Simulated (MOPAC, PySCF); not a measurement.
[Hf(F)3(NH2)], neutral singlet in the gas phase. 

Cartesian coordinates (Å):
```xyz
7

Hf    -0.0140    -0.0516    -0.0609
F      0.7388     1.7050     0.1025
F     -1.2990    -0.5048     1.2865
F     -0.7883    -0.1683    -1.8139
N      1.4914    -1.3940     0.0923
H      2.4036    -1.3364    -0.3597
H      1.4553    -2.2697     0.6140
```
Charge 0, multiplicity 1.

All levels are single points at this geometry (r2SCAN-D4/def2-SVP); Pople sets use spherical d functions. Orbital energies aren't observables, and empty levels follow the basis.

```json
[
 {"level": "B3LYP-D3(BJ)/def2-TZVP in PySCF", "HOMO (eV)": "-7.90", "LUMO (eV)": "-0.97", "gap (eV)": "6.92", "dipole (D)": "2.44", "vertical IE, Delta-SCF (eV)": "–"},
 {"level": "PBE-D3(BJ)/def2-TZVP in PySCF", "HOMO (eV)": "-6.67", "LUMO (eV)": "-1.51", "gap (eV)": "5.17", "dipole (D)": "2.39", "vertical IE, Delta-SCF (eV)": "–"},
 {"level": "TPSSh-D3(BJ)/def2-TZVP in PySCF", "HOMO (eV)": "-7.31", "LUMO (eV)": "-0.99", "gap (eV)": "6.32", "dipole (D)": "2.37", "vertical IE, Delta-SCF (eV)": "–"},
 {"level": "B3LYP/6-311+G** (LANL2DZ on Hf) in PySCF", "HOMO (eV)": "-8.19", "LUMO (eV)": "-1.54", "gap (eV)": "6.65", "dipole (D)": "2.74", "vertical IE, Delta-SCF (eV)": "–"},
 {"level": "B3LYP/6-31G* (LANL2DZ on Hf) in PySCF", "HOMO (eV)": "-7.64", "LUMO (eV)": "-0.89", "gap (eV)": "6.75", "dipole (D)": "2.51", "vertical IE, Delta-SCF (eV)": "10.37"},
 {"level": "B3LYP/LANL2DZ in PySCF", "HOMO (eV)": "-8.03", "LUMO (eV)": "-1.43", "gap (eV)": "6.60", "dipole (D)": "3.07", "vertical IE, Delta-SCF (eV)": "–"},
 {"level": "BP86/6-31G* (LANL2DZ on Hf) in PySCF", "HOMO (eV)": "-6.51", "LUMO (eV)": "-1.60", "gap (eV)": "4.91", "dipole (D)": "2.45", "vertical IE, Delta-SCF (eV)": "–"},
 {"level": "M06-2X/6-31G* (LANL2DZ on Hf) in PySCF", "HOMO (eV)": "-9.41", "LUMO (eV)": "0.14", "gap (eV)": "9.55", "dipole (D)": "2.59", "vertical IE, Delta-SCF (eV)": "–"},
 {"level": "PBE/6-31G* (LANL2DZ on Hf) in PySCF", "HOMO (eV)": "-6.41", "LUMO (eV)": "-1.48", "gap (eV)": "4.93", "dipole (D)": "2.44", "vertical IE, Delta-SCF (eV)": "10.17"},
 {"level": "SVWN5/6-31G* (LANL2DZ on Hf) in PySCF", "HOMO (eV)": "-6.60", "LUMO (eV)": "-1.73", "gap (eV)": "4.87", "dipole (D)": "2.58", "vertical IE, Delta-SCF (eV)": "10.51"},
 {"level": "HF/6-31G* (LANL2DZ on Hf) in PySCF", "HOMO (eV)": "-11.56", "LUMO (eV)": "1.91", "gap (eV)": "13.47", "dipole (D)": "2.54", "vertical IE, Delta-SCF (eV)": "9.22"},
 {"level": "PM6 in MOPAC", "HOMO (eV)": "-10.53", "LUMO (eV)": "-1.79", "gap (eV)": "8.75", "dipole (D)": "4.49", "vertical IE, Delta-SCF (eV)": "–"},
 {"level": "PM7 in MOPAC", "HOMO (eV)": "-11.56", "LUMO (eV)": "0.01", "gap (eV)": "11.58", "dipole (D)": "4.02", "vertical IE, Delta-SCF (eV)": "–"}
]
```
